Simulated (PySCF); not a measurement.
**Computed properties of Te(OMe)(SiH3) (CH₆OSiTe), SMILES CO[Te][SiH3]**

CH₆OSiTe, SMILES [SiH3][Te]OC. Coordinates come from a PBE0-D3(BJ)/def2-SVP optimisation. The structure was generated by enumeration, and PubChem lists no compound with its InChIKey, so it may never have been made. The def2 effective core potentials stand for the cores of Te; spin–orbit coupling is left out. One conformer was computed; it need not be the lowest. All values are computed for the isolated molecule unless a solvent is named; none is compared with measurement here.

**Structure.** All 24 harmonic modes at PBE0-D3(BJ)/def2-SVP (PySCF) are real, so it is a minimum. With heavy atoms numbered as in [Te:1]([O:2][CH3:3])[SiH3:7], the shortest bond between them is O2–C3 at 1.402 Å and the longest Te1–Si7 at 2.504 Å.

**Vibrations.** The strongest infrared lines (harmonic, unscaled, degenerate partners summed) lie at 872 cm⁻¹ (344 km/mol, H 92 %, Si 8 %), 1115 cm⁻¹ (106 km/mol, O 48 %, C 43 %, H 9 %), 2248 cm⁻¹ (78 km/mol, H 96 %). The softest mode is at 74 cm⁻¹ and the zero-point energy is 41.8 kcal/mol.

**Electronic structure.** CAM-B3LYP/def2-TZVP (PySCF) places the frontier levels at -7.67 and -0.97 eV, a gap of 6.70 eV, and gives a dipole moment of 1.43 D and a mean polarisability of 82.9 bohr³. PBE/def2-TZVP (PySCF) at the same geometry gives -5.37 and -2.92 eV, so its gap is 4.25 eV narrower. An orbital gap is neither the optical nor the fundamental gap.

**Excitations.** TDDFT-CAM-B3LYP/def2-SVPD (PySCF) has S1 at 2.87 eV (432 nm, f = 0.001, dark); the most intense of the 10 singlets computed lies at 6.64 eV (f = 0.12). T1 (TDA) is at 2.20 eV. TDDFT-PBE/def2-SVPD (PySCF) puts S1 at 2.73 eV.
